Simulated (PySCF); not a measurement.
## Frontier orbitals and the lowest excitations

Species: C₉H₁₂Si.
Z-matrix (Å and degrees, PBE0-D3(BJ)/def2-SVP geometry), rows numbered from 1:
```
C 
C   1  1.3955
C   2  1.3919  1  120.22
C   3  1.4026  2  120.96  1     0.03
C   4  1.5064  3  120.88  2  -179.98
C   5  1.5713  4  113.72  3    58.24
Si  6  1.8946  5   88.99  4  -118.85
C   5  1.5711  4  113.75  3   -57.59
C   4  1.3982  3  118.15  2    -0.04
C   1  1.3927  2  119.44  3     0.00
H   1  1.0924  2  120.25  3   180.00
H   2  1.0929  1  120.04  3  -179.99
H   3  1.0945  2  119.19  1  -179.99
H   5  1.1005  4  107.73  3  -179.68
H   6  1.1000  5  112.89  4   123.57
H   6  1.0995  5  113.61  4     0.55
H   7  1.4968  6  117.50  5  -119.10
H   7  1.4977  6  115.88  5   110.89
H   8  1.0994  5  113.65  4    -0.63
H   8  1.1001  5  112.86  4  -123.67
H   9  1.0937  4  119.18  3  -180.00
H  10  1.0929  1  120.11  2  -180.00
```

Theory: PySCF, TDDFT PBE0/def2-SVPD, vertical, gas phase, core orbitals frozen in the response.

Frontier orbitals with the atoms that hold most of them (Löwdin shares over 4%, at most four atoms; ? is withheld):

```csv
orbital,ε (eV),atoms
LUMO+2,0.53,"Si7 29%, H18 11%, H17 10%, C8 9%"
LUMO+1,-0.20,"C2 22%, C9 21%, C1 11%, C4 11%"
LUMO,-0.38,?
HOMO,?,?
HOMO-1,-7.29,"C2 21%, C9 21%, C3 19%, C10 19%"
HOMO-2,-7.85,"Si7 19%, C5 18%, C8 17%, C6 17%"
HOMO-3,-8.26,"C6 28%, C8 27%, Si7 22%, H16 4%"
```

(1) Which atoms hold the LUMO, and with what shares?

(2) Which atoms hold the HOMO, and with what shares?

(3) What is the HOMO energy, and the HOMO–LUMO gap?

Answers

(1) C3 (bonded to 2 C and H) 17%; C10 (bonded to 2 C and H) 16%; C4 (bonded to 3 C) 15%; C1 (bonded to 2 C and H) 14%.

(2) C1 (bonded to 2 C and H) 22%; C4 (bonded to 3 C) 21%; C3 (bonded to 2 C and H) 11%; C10 (bonded to 2 C and H) 10%.

(3) ε(HOMO) = -6.98 eV; the gap is 6.60 eV (0.2424 hartree).

Problem. How does S1 compare with the orbital gap of 6.60 eV?

Solution. S1 is at 5.35 eV (f = 0.0031), 1.25 eV below the gap, made of HOMO→LUMO+1 (39%), HOMO-1→LUMO (31%), HOMO→LUMO (20%). Its leading pair isn't HOMO and LUMO; the energies of that pair differ by 6.78 eV. Without the coupling terms of the response equations the lowest excitation would equal the gap.

Problem. One configuration dominates each of S3 and S6. Which, and how do the shares of the two leading atoms of either orbital change from the occupied to the empty one?

Solution. 
- S3 (6.29 eV, f 0.0002), HOMO-2→LUMO (89%): Si7 19% → at most 15%, C5 18% → at most 15%, C3 at most 17% → 17%, C10 at most 17% → 16%
- S6 (6.63 eV, f 0.0006), HOMO-2→LUMO+1 (90%): Si7 19% → at most 11%, C5 18% → at most 11%, C2 at most 17% → 22%, C9 at most 17% → 21%

Löwdin shares depend on the basis, the more so with diffuse functions.

Time: 17 min; peak memory 1.5 GiB. Hardware: one thread of an Arm Neoverse N1, no GPU (shared host).

One conformer stands for the species.
